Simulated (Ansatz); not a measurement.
Basis-set extrapolation for AlBH4O2S (PBE0-D4/def2-TZVP geometry, frozen core, Ansatz). Multiplicity 1, RHF reference.

```json
{"": "HF", "def2-TZVPP": "-816.479950", "def2-QZVPP": "-816.506571"}
{"": "MP2 correlation", "def2-TZVPP": "-0.829738", "def2-QZVPP": "-0.897486"}
{"": "CCSD(T) correlation", "def2-TZVPP": "-0.897747", "def2-QZVPP": "not run"}
```

Energies in hartree. Use E(X) = E(∞) + A·exp(−7.88·√X) for Hartree–Fock and E(X) = E(∞) + B·X^(−2.97) for correlation, with X = 3 and 4, and add CCSD(T) minus MP2 of the smaller set to the MP2 limit.

Q: What is the CCSD(T) energy at the basis-set limit?

A: HF limit: -816.506571 + (-0.026621) × 0.13774 = -816.51024. MP2 limit: -0.897486 + (-0.067748) × 0.74074 = -0.94767. Higher-order term: -0.897747 − (-0.829738) = -0.06801. Total: -817.52592 hartree, 389.2 kJ/mol below CCSD(T)/def2-TZVPP.
